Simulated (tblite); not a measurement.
Species: 3-methyl-1-(methylsulfinyl)butane, C₆H₁₄OS.
Structure used (GFN2-xTB), in Å, numbered top down from 1:
```xyz
22
C6H14OS angstrom
C     -1.842   -1.436   -0.189
C     -1.585    0.070   -0.182
C     -2.746    0.795    0.494
C     -0.273    0.414    0.534
C      0.965   -0.110   -0.173
S      2.462    0.593    0.678
C      3.673   -0.102   -0.538
O      2.422    2.034    0.427
H     -1.870   -1.818    0.829
H     -2.798   -1.652   -0.660
H     -1.069   -1.966   -0.739
H     -1.514    0.418   -1.219
H     -2.589    1.871    0.479
H     -2.839    0.475    1.530
H     -3.681    0.577   -0.017
H     -0.182    1.501    0.600
H     -0.301    0.020    1.553
H      0.986    0.211   -1.213
H      1.050   -1.192   -0.109
H      3.474    0.314   -1.519
H      4.667    0.185   -0.214
H      3.581   -1.182   -0.542
```

Computed with GFN2-xTB (tblite): harmonic, unscaled wavenumbers at the GFN2-xTB geometry, gas phase. The method is semi-empirical: single wavenumbers can be off by several per cent or more. One conformer, not necessarily the lowest.

Harmonic wavenumbers (cm⁻¹): 32.3, 54.4, 95.7, 108.1, 146.6, 207.0, 219.8, 230.5, 246.2, 326.9, 357.7, 389.0, 415.4, 459.3, 665.2, 692.7, 775.7, 868.2, 875.9, 886.7, 927.0, 948.5, 980.3, 991.5, 1047.4, 1095.0, 1138.0, 1142.0, 1180.8, 1193.1, 1203.6, 1268.6, 1283.8, 1301.8, 1337.9, 1356.3, 1410.0, 1422.3, 1431.3, 1440.8, 1458.3, 1483.7, 1498.2, 1501.0, 1506.5, 1513.0, 2925.1, 2968.5, 2980.2, 2998.4, 3016.7, 3027.2, 3030.6, 3031.9, 3037.2, 3040.4, 3044.1, 3054.5, 3065.5, 3075.2.

A = 3658, B = 732.9, C = 647.1 MHz; mass 134.077 u (most abundant isotopes); point group C1, symmetry number 1.

Zero-point energy?

Half the sum of the wavenumbers: 41705 cm⁻¹ = 119.24 kcal/mol.

Give the ideal-gas entropy at 200 K and 1 bar in the rigid-rotor, harmonic-oscillator model (classical rotation).

Translation 38.63, rotation 28.42, vibration 23.88: S = 90.9 cal/(mol K).

And Cp and H(200 K) − H(0)?

Cp = 31.46 cal/(mol K), of which vibrations give 23.51 (their classical limit is 60 R = 119.2); H(200 K) − H(0) = 4.11 kcal/mol without the zero-point energy, 2.52 from vibrations.

How do the functions run with temperature in this model?

```csv
T (K),S (cal/(mol K)),Cp (cal/(mol K)),H − H(0) (kcal/mol),G − H(0) (kcal/mol),ln q(vib)
50,60.7,14.5,0.54,-2.49,0.87
100,72.9,21.3,1.44,-5.84,2.44
298.15,105.3,41.4,7.67,-23.73,8.71
373.15,115.5,49.4,11.08,-32.01,10.93
500,131.7,61.8,18.15,-47.70,14.60
750,160.5,80.1,36.05,-84.31,21.54
1000,185.3,92.4,57.70,-127.60,28.03
```

q(vib) and H(0) count from the zero-point level.

Which modes carry the vibrational entropy at 200 K?

32.3 cm⁻¹: 4.89; 54.4 cm⁻¹: 3.86; 95.7 cm⁻¹: 2.77; 108.1 cm⁻¹: 2.54; 146.6 cm⁻¹: 1.97; 207.0 cm⁻¹: 1.37 cal/(mol K); the other 54 give 6.48 together.

What must be added to the electronic energy to get the Gibbs energy at 200 K and 1 bar?

ZPE + [H(200 K) − H(0)] − T·S = 119.24 + 4.11 − 18.19 = 105.16 kcal/mol.

Blend soft modes into free rotors: weight 1/[1 + (100 cm⁻¹/ν̃)⁴] for the oscillator and the rest for a rotor with moment μB/(μ + B), μ = h/(8π²ν), B = 10⁻⁴⁴ kg m². What vibrational entropy results?

21.73 cal/(mol K) in place of 23.88, which changes −T·S at 200 K by +0.43 kcal/mol.

Hindered rotation and anharmonicity are outside this model. Other conformers, if any are populated, would add a mixing term that is left out. The structure is chiral; the term R ln 2 for an equal mix with its mirror image is left out.
